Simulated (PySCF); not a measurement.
2-methylazaborolidine (C4H10BN), SMILES B1(CCCN1)C. The structure is a stationary point at PBE-D3(BJ)/def2-SVP. Other conformers were not sampled.

Computed equilibrium geometry at PBE-D3(BJ)/def2-SVP (PySCF confirms it by a frequency run) as bond lengths and angles (one conformer of several):
Atoms: C1 B2 C3 C4 C5 N6 H7 H8 H9 H10 H11 H12 H13 H14 H15 H16. Bonds (Å): C1–B2 1.578, C1–H7 1.112, C1–H8 1.109, C1–H9 1.112, B2–C3 1.600, B2–N6 1.410, C3–C4 1.546, C3–H10 1.109, C3–H11 1.116, C4–C5 1.543, C4–H12 1.109, C4–H13 1.111, C5–N6 1.463, C5–H14 1.117, C5–H15 1.112, N6–H16 1.021. Angles (°): B2–C1–H7 110.5, B2–C1–H8 114.4, B2–C1–H9 110.4, H7–C1–H8 107.8, H7–C1–H9 105.4, H8–C1–H9 107.9, C1–B2–C3 128.7, C1–B2–N6 125.3, C3–B2–N6 106.0, B2–C3–C4 102.6, B2–C3–H10 115.8, B2–C3–H11 108.1, C4–C3–H10 113.2, C4–C3–H11 111.3, H10–C3–H11 105.9, C3–C4–C5 105.7, C3–C4–H12 114.6, C3–C4–H13 109.1, C5–C4–H12 111.8, C5–C4–H13 108.7, H12–C4–H13 106.9, C4–C5–N6 103.6, C4–C5–H14 111.2, C4–C5–H15 112.5, N6–C5–H14 111.0, N6–C5–H15 112.1, H14–C5–H15 106.6, B2–N6–C5 114.3, B2–N6–H16 126.7, C5–N6–H16 118.6.
